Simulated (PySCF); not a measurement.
Compound: C7H6O2.
Numbering: `[CH3:1][C:2]1=[CH:3][C:4](=[O:5])[C:6](=[O:7])[CH:8]=[CH:9]1` (hydrogens: H10, H11, H12 on C1; H13 on C3; H14 on C8; H15 on C9)

Method used: PBE0/def2-SV(P) geometry optimisation, gas phase in PySCF 2.14.0.

Task: Give the optimised bond lengths and angles.

Result: 
| bond | length (Å) |
| --- | --- |
| C1–C2 | 1.496 |
| C2=C3 | 1.354 |
| C3–C4 | 1.467 |
| C4=O5 | 1.209 |
| C4–C6 | 1.551 |
| C6=O7 | 1.208 |
| C6–C8 | 1.472 |
| C8=C9 | 1.348 |
| C2–C9 | 1.470 |
| C1–H10, C1–H11, C1–H12 | 1.104 |
| C3–H13 | 1.094 |
| C8–H14 | 1.094 |
| C9–H15 | 1.096 |

Bonds in one row agree within 0.01 Å and their mean is given. A selection of angles:
| angle | degrees |
| --- | --- |
| C1–C2–C3 | 122.7 |
| C1–C2–C9 | 117.2 |
| C3–C2–C9 | 120.1 |
| C2–C3–C4 | 121.9 |
| C3–C4–O5 | 123.1 |
| C3–C4–C6 | 117.3 |
| O5–C4–C6 | 119.5 |
| C4–C6–O7 | 120.0 |
| C4–C6–C8 | 116.9 |
| O7–C6–C8 | 123.1 |
| C6–C8–C9 | 120.6 |
| C2–C9–C8 | 123.3 |

Dihedral angles: C1–C2–C3–C4 180° (antiperiplanar); C2–C3–C4–O5 180° (antiperiplanar); C3–C4–C6–O7 180° (antiperiplanar); C4–C6–C8–C9 0° (synperiplanar); C6–C8–C9–C2 0° (synperiplanar); C1–C2–C9–C8 180° (antiperiplanar).

Of the pairs four or more bonds apart, H10···H13 is among the closest relative to their van der Waals radii: 2.43 Å, 101 % of the sum of Bondi's values. The 9 heavy atoms lie in one plane (0.003 Å rms). The C–C distances run from 1.348 Å (C8=C9, drawn double) to 1.551 Å (C4–C6, drawn single), a spread of 0.203 Å. The 6-membered ring C2–C3–C4–C6–C8–C9 has internal angles of 116.9° to 123.3°; it is planar, 0.00 Å rms from its mean plane, widest ring torsion 0°.

Point group: Cs (every atom within 0.08 Å of its image). Stationary, but not proved a minimum.
